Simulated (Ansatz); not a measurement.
Seven cases of atomisation energy with Al to Br (electronic energies, kcal/mol); geometries: B3LYP-D3(BJ)/def2-TZVP. The cases were drawn at random from those of this class that have a high level and all functionals, leaving out states under which another spin lies or may lie. Left out are anions, K, Ca, elements past Kr, ionisation of Li, Na and Mg, pi-pi* triplets of linear molecules and other triplets made from a closed-shell parent. Runs that doubt their state, and full CI more than 15 mEh from coupled cluster, are set aside; a case stays where another high level and all functionals remain. AFQMC serves as high level only in triple zeta or larger, with a steady walk, a bar under 0.8 kcal/mol and agreement with other high levels or trials where they ran; where none ran, an unstable determinant or (outside 3d species) a high T1 diagnostic also bars it, so strongly correlated cases are thinned. No case was kept or dropped by the size of a functional's miss. High levels with a bar over 0.5 kcal/mol are left out too, and the seventh case lies inside the range of the six. Affinities count positive where energy is released, gaps as the second state minus the first. r2SCAN is by Ansatz (a quantum-chemistry and plane-wave program) in def2-TZVPD. High levels (Ansatz): P = CCSD(T)/CBS(cc-pV(Q+d)Z,cc-pV(5+d)Z) + [CCSDT(Q) - CCSD(T)]/cc-pV(D+d)Z + core + X2C; Q = CCSD(T)/CBS(cc-pV(Q+d)Z,cc-pV(5+d)Z) + [CCSDT(Q) - CCSD(T)]/cc-pV(T+d)Z + core + X2C; R = CCSD(T)/CBS(cc-pV(T+d)Z,cc-pV(Q+d)Z) + [CCSDT(Q) - CCSD(T)]/cc-pV(D+d)Z + core + X2C. UHF or UKS for unpaired electrons; spin-orbit terms are left out. CBS(X,Y): correlation extrapolated as X^-3, Hartree-Fock from the larger set (Q,5: extrapolated as (X+1)exp(-9√X)). A bracket is a step between two methods taken in the basis named. The functionals are non-relativistic, so their misses hold any scalar relativity. '+ core + X2C': CCSD(T) terms for core correlation (cc-pwCVTZ, 1s frozen past Ne) and scalar relativity (cc-pVTZ-DK). Where a partner has so few electrons that a lower coupled-cluster level is exact, that level stands in.

```json
[
 {"case": "SiNH3F (SMILES [NH][SiH2]F, doublet)", "r2SCAN": "462.0", "level": "R", "high level": "463.5"},
 {"case": "AlNH3Cl (SMILES [AlH]([Cl])[NH2])", "r2SCAN": "453.5", "level": "P", "high level": "456.8"},
 {"case": "H2BSO (SMILES S[B]O, doublet)", "r2SCAN": "422.0", "level": "R", "high level": "414.5"},
 {"case": "BSiH5 (SMILES B[SiH3])", "r2SCAN": "488.5", "level": "Q", "high level": "486.9"},
 {"case": "AlO2H3 (SMILES [OH][AlH][OH])", "r2SCAN": "514.6", "level": "P", "high level": "520.4"},
 {"case": "H2SiO2 (SMILES O[Si]O)", "r2SCAN": "457.7", "level": "Q", "high level": "464.7"},
 {"case": "H3BPO (SMILES O[B]P, doublet)", "r2SCAN": "466.7", "level": "R", "high level": "withheld"}
]
```

Fit a straight line from r2SCAN to the high level over the first six rows by least squares, predict the seventh, and compare with the calculation.

Means: r2SCAN 466.38, high level 467.80. Sxx = 5044.47, Sxy = 5511.74, slope 1.0926, intercept -41.77 kcal/mol; residual standard deviation 5.0 kcal/mol. Seventh row: 1.0926·(466.7) -41.77 = 468.1 kcal/mol. The calculation gave 460.5 kcal/mol: the line differs from it by +7.6, r2SCAN itself by +6.2.
